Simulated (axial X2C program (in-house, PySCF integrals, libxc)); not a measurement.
# BaH⁺ along the bond: r2SCAN, 2c

All values were computed with an axial X2C code built on PySCF integrals. Two-component (2c) means X2C with spin–orbit coupling and atomic mean-field two-electron Coulomb and Gaunt terms. Basis: Ba dyall-cv3z [14s14p9d5f1g], H dyall-v3z [6s2p1d] (cores contracted in-house); Gaussian nuclei, density fitting, unrestricted open shells. Masses: Ba 137.905 u, H 1.008 u.

State: Ω = 0 (closed shell). Dipoles are positive if H is the positive end and refer to the centre of mass.

```tsv
R (Å)	μ (D)	HOMO (eV)	LUMO (eV)
1.844	-3.526	-9.93	-5.64
1.929	-3.898	-9.84	-5.68
1.993	-4.161	-9.76	-5.72
2.056	-4.411	-9.68	-5.78
2.120	-4.648	-9.59	-5.84
2.194	-4.910	-9.49	-5.91
2.268	-5.156	-9.38	-5.98
2.364	-5.450	-9.24	-6.07
2.480	-5.775	-9.08	-6.18
2.650	-6.186	-8.86	-6.32
```

Q: The minimum lies at 2.124 Å. What is the dipole moment there?

A: At r2SCAN, 2c, with the sign and origin stated: μ = -4.66 D.

The state is a single determinant with fixed occupations, the lowest that a limited PBE0 search found. The closed shell is kept restricted, so the energy runs too high when the bond is stretched far.
